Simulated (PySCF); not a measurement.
Ge(OMe)2(SiH3)2, SMILES C[O][Ge]([SiH3])([SiH3])[O]C (GFN2-xTB optimised geometry):

```
19

C      0.263    -1.161    -2.551
O     -0.339    -1.054    -1.294
Ge     0.074     0.184     0.000
Si    -1.771     1.691     0.000
Si     2.487     0.184     0.000
O     -0.452    -0.695     1.481
C      0.066    -1.916     1.936
H      0.139    -2.190    -2.899
H      1.335    -0.931    -2.517
H     -0.212    -0.488    -3.272
H     -1.611     2.691     1.060
H     -1.813     2.421    -1.276
H     -3.044     0.994     0.174
H      3.044    -1.157    -0.217
H      2.980     0.683     1.286
H      3.006     1.065    -1.052
H     -0.518    -2.220     2.808
H     -0.013    -2.691     1.169
H      1.117    -1.820     2.231
```

Method: PySCF 2.14.0 with PBE0/def2-SVP.

Question: What are the frontier orbital energies and the dipole moment?

Answer: HOMO-2 -8.00 eV, HOMO-1 -7.49 eV, HOMO -7.06 eV, LUMO -0.97 eV, LUMO+1 -0.24 eV; dipole moment 1.71 D.

On the same geometry PBE/def2-SVP (PySCF 2.14.0) gives HOMO-2 -6.48 eV, HOMO-1 -5.94 eV, HOMO -5.62 eV, LUMO -1.71 eV, LUMO+1 -1.03 eV; dipole moment 1.47 D.

Meta-Löwdin charges at PBE0/def2-SVP: C1 -0.07, O2 -0.59, Ge3 0.71, Si4 0.26, Si5 0.21, O6 -0.58, C7 -0.08, H8 0.11, H9 0.07, H10 0.09, H11 -0.08, H12 -0.08, H13 -0.05, H14 -0.06, H15 -0.07, H16 -0.07, H17 0.11, H18 0.09, H19 0.08.
